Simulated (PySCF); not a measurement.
# One molecule, several mistakes: BCH6OSi

All numbers below are calculated, not measured. The program is PySCF 2.14.0, an open-source quantum chemistry code, run on an isolated molecule that a program drew, which may never have been made. The molecule is BCH6OSi (charge 0, doublet), drawn as the SMILES string `COB[SiH2]`.

Each row is a Hartree-Fock (HF) and frozen-core CCSD(T) single point in the cc-pV(D+d)Z basis, meant for a local HF minimum. Run 1 is clean. Each other run has one planted mistake out of seven kinds, and not every kind appears here: one electron removed, one electron added, multiplicity raised by two, geometry at a saddle point, minimal basis STO-3G, one bond length entered in bohr, all coordinates scaled. The reference is restricted for singlets and unrestricted otherwise, and also for a bond in bohr. Adding or removing an electron swaps singlet and doublet. Electrons count all cores. HOMO and LUMO are orbital energies over both spins, the gradient is its largest component, and the lowest frequency (negative if imaginary) is given only where the gradient is small. Bond lengths are over the 9 bonds as drawn. T1 is the CCSD diagnostic: over 0.02 (restricted) or 0.045 (unrestricted) a single reference is doubtful.

Geometry of the clean run:
```xyz
10
BCH6OSi, angstrom
C    -1.2417    1.3416    1.1321
O    -0.0839    2.1126    1.3415
B     1.0479    1.9983    0.6284
Si    1.4054    0.6470   -0.8461
H    -1.9485    1.5858    1.9217
H    -1.0178    0.2741    1.1765
H    -1.6945    1.5734    0.1670
H     1.9467    2.7336    0.9417
H     0.2825    0.0667   -1.6225
H     2.5274    0.9867   -1.7512
```

| run | electrons | basis functions | <S^2> | HOMO (eV) | LUMO (eV) | gradient (hartree/bohr) | lowest frequency (cm^-1) | mean bond (Å) | longest bond (Å) | T1 | HF (hartree) | CCSD(T) (hartree) | mistake |
|---|---|---|---|---|---|---|---|---|---|---|---|---|---|
| 1 | 39 | 95 | 0.765 | -8.45 | 0.98 | 1.4e-05 | 75 | 1.3576 | 2.032 | 0.0171 | -429.83342 | -430.39845 | no fault |
| 2 | 39 | 95 | 1.668 | -8.53 | 0.69 | 1.8e-02 | - | 1.4903 | 2.537 | 0.0442 | -429.67272 | -430.20747 | one bond length entered in bohr |
| 3 | 39 | 95 | 3.762 | -5.22 | -1.71 | 4.6e-02 | - | 1.3576 | 2.032 | 0.0265 | -429.64072 | -430.20036 | multiplicity raised by two |
| 4 | 39 | 30 | 0.759 | -5.67 | 6.23 | 3.0e-02 | - | 1.3576 | 2.032 | 0.0180 | -424.69917 | -424.92062 | ? |
| 5 | 39 | 95 | 0.765 | -8.51 | 0.92 | 3.6e-02 | - | 1.4282 | 2.137 | 0.0187 | -429.81134 | -430.38574 | ? |

**Which mistake was planted in run 4, and what did it cost?**

It has 30 basis functions where the clean run has 95, with the same electrons and geometry. So the mistake is: minimal basis STO-3G. Subtracting run 1 and multiplying by 627.51 kcal/mol a hartree, the energy moved by 3221.8 kcal/mol in HF and 3437.4 kcal/mol in CCSD(T).

**Which mistake was planted in run 5, and what did it cost?**

The mean and the longest bond both change by the same factor, 1.052, and the gradient is no longer small. So the mistake is: all coordinates scaled. Subtracting run 1 and multiplying by 627.51 kcal/mol a hartree, the energy moved by 13.9 kcal/mol in HF and 8.0 kcal/mol in CCSD(T).

